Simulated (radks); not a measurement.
Values are calculated unless marked as measured or tabulated.
Task: Neutral niobium, 41 electrons, occupied as [Kr] 4d3 5s1 5p1 (not the ground configuration). Level of theory: Dirac Kohn-Sham, PBEsol, spin-unpolarised, spherical densities, point nucleus; open shells fill j = l - 1/2 first (a radial shooting solver on a logarithmic mesh with Libxc functionals).

Spin-orbit splittings of the eigenvalues, e(l+1/2) - e(l-1/2), with zeta = 2 splitting/(2l+1) and mean radii in bohr:

| shell | occ. | splitting (eV) | zeta (eV) | <r> j=l-1/2 | <r> j=l+1/2 |
|---|---|---|---|---|---|
| 2p | 6 | ? | ? | 0.1346 | 0.1391 |
| 3p | 6 | 15.51 | 10.34 | 0.4388 | 0.4494 |
| 3d | 10 | 2.888 | 1.155 | 0.4311 | 0.4346 |
| 4p | 6 | 2.137 | 1.424 | 1.273 | 1.304 |
| 4d | 3 | 0.1800 | 0.07201 | 1.997 | 2.021 |
| 5p | 1 | 0.1265 | 0.08435 | 4.655 | 4.781 |

Estimate the 2p splitting.

Result: 95.68 eV (zeta = 63.79 eV).
